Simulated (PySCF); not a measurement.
**Ag⁴³⁺: ionisation energy**

Ag⁴³⁺ [He] 2s2 → Ag⁴⁴⁺ [He] 2s1 [2s1/2^1, M_J = 1/2], as a difference of total energies. Calculation: PySCF 2.14, in an even-tempered Gaussian basis (17 s from 22 bohr⁻², ratio 2.4; 12 p from 29 bohr⁻², ratio 2.4; 5 d from 91 bohr⁻², ratio 2.6; 4 f from 140 bohr⁻², ratio 2.6); the two-component X2C-1e Hamiltonian. Correlated levels: nothing frozen; the 32 highest virtual spinors dropped. "Screened" scales the spin-orbit matrix elements by Boettger's factors to mimic the two-electron term; Breit and QED terms are absent.

| method | ionisation energy (eV) |
| --- | --- |
| GMP2 (spin-free) | 7086.9 |
| GHF (screened spin-orbit) | 7081.1 |
| GMP2 (screened spin-orbit) | 7087.3 |

**Question.** How much does correlation contribute at GMP2 (screened spin-orbit)?

**Answer.** 7087.3 − (7081.1) = 6.2 eV, measured against GHF (screened spin-orbit).

For this ion Breit and QED terms and the two-electron picture change, all absent here, outweigh the correlation shift from GHF to GMP2.

For comparison: 7082 ± 7 eV (semi-empirical (NIST evaluation); NIST Atomic Spectra Database, ionization energies).
